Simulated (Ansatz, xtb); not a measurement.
# CH6SeSi: which of two isomers lies lower

Structure a is `[SiH3]C[SeH]`, a singlet and structure b is `C[Se][SiH3]`, a singlet. Both are isolated molecules in the gas phase, relaxed with PBE-D3(BJ)/def2-SVP; the shapes shown needn't be the lowest conformers.

a (Å):

```
atom    x (Å)    y (Å)    z (Å)
   C  -0.0312  -0.0210   0.4664
  Se  -0.3398  -0.9130  -1.2686
  Si   1.6856  -0.4479   1.1594
   H   1.8081  -1.9313   1.3701
   H   2.7583   0.0043   0.2083
   H   1.8628   0.2564   2.4776
   H  -0.1055   1.0772   0.3353
   H  -0.8048  -0.3454   1.1910
   H  -1.7056  -0.3579  -1.4641
```

b (Å):

```xyz
9

C     0.9300    0.6413    1.7534
Se    0.1518    0.9972   -0.0300
Si    0.2120   -1.1685   -0.7721
H     0.2847   -0.0474    2.3298
H     1.9506    0.2261    1.6578
H     0.9788    1.6171    2.2712
H     1.6195   -1.7060   -0.8030
H    -0.6116   -2.0777    0.1030
H    -0.3559   -1.1480   -2.1627
```

Problem. Which of the two would you expect CCSD(T)/def2-TZVP electronic energies to favour?

Solution. Structure b; the calculation gives E(b) − E(a) = −65.3 kJ/mol.

Level by level:

```
              level             geometry  E(b) − E(a) (kJ/mol)  departure from the last row (kJ/mol)  job, with rough time for the two
           GFN2-xTB             GFN2-xTB                  −102.8                                 −37.5             optimisation, 0.078 s
          HF/STO-3G             GFN2-xTB                   −82.8                                 −17.6              single point, 0.16 s
 r2SCAN-D4/def2-SVP             GFN2-xTB                   −64.2                                  +1.1               single point, 1.7 s
PBE-D3(BJ)/def2-SVP  PBE-D3(BJ)/def2-SVP                   −64.6                                  +0.6                 optimisation, 5 s
       HF/def2-TZVP  PBE-D3(BJ)/def2-SVP                   −67.6                                  −2.3           part of the CCSD(T) run
      MP2/def2-TZVP  PBE-D3(BJ)/def2-SVP                   −68.5                                  −3.2           part of the CCSD(T) run
  CCSD(T)/def2-TZVP  PBE-D3(BJ)/def2-SVP                   −65.3                                                      single point, 18 s
```

As drawn, b has 1 Se–Si, 1 C–H in place of 1 C–Si, 1 Se–H.

The levels shown agree on the order. The largest departure from CCSD(T)/def2-TZVP is that of GFN2-xTB, 37.5 kJ/mol.

With harmonic frequencies from PBE-D3(BJ)/def2-SVP (ideal gas, rigid rotor, one conformer each, 298.15 K, 1 atm): on the last row, ΔE + ΔZPE = −57.5 kJ/mol. A mode under 50 cm⁻¹ makes harmonic enthalpies and free energies unreliable, so none is given.

The correlated steps freeze 15 core orbitals; the filled d shell of Se is correlated, in a basis made for valence electrons. Codes used: Ansatz 0.2.0, xtb 6.7.1; the last row on 2 threads of AMD EPYC 9R45 96-Core Processor (Zen 5) on a shared host.
